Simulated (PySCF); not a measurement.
PBE on Tl⁻ (thallium, charge -1), [Xe] 4f14 5d10 6s2 6p2, high-spin 3P determinant. Computed with PySCF 2.14 in aug-cc-pVDZ-PP with ECP60MDF, with scalar relativity through the core potential.

```
cycle= 1 E= -172.546771461985  delta_E= -0.0115  |g|= 0.0138  |ddm|= 0.519
cycle= 2 E= -172.546913884994  delta_E= -0.000142  |g|= 0.00728  |ddm|= 0.104
cycle= 3 E= -172.546964603932  delta_E= -5.07e-05  |g|= 0.00119  |ddm|= 0.0357
cycle= 4 E= -172.546964802642  delta_E= -1.99e-07  |g|= 0.00111  |ddm|= 0.0142
cycle= 5 E= -172.546967284492  delta_E= -2.48e-06  |g|= 1.61e-05  |ddm|= 0.00802
cycle= 6 E= -172.546967285322  delta_E= -8.3e-10  |g|= 2.58e-07  |ddm|= 0.000143
converged SCF energy = -172.546967285322  <S^2> = 2.0011445  2S+1 = 3.0007629
```

Highest occupied orbital energy: 1.219 eV; ⟨L²⟩ = 2.00; populations by l: s 4.00, p 8.00, d 10.00.

(1) Can this result be used?

## Answers

(1) With care. The run converged. Energies and moments cover only the electrons outside the core potential. Spin-orbit coupling is strong in this species (close to jj coupling), so the high-spin LS determinant is a model state, not a physical level. At PBE the highest occupied level has a positive energy, so only the finite basis holds that electron; in a semilocal or global hybrid functional this comes from self-interaction and does not mean that the real anion is unbound.
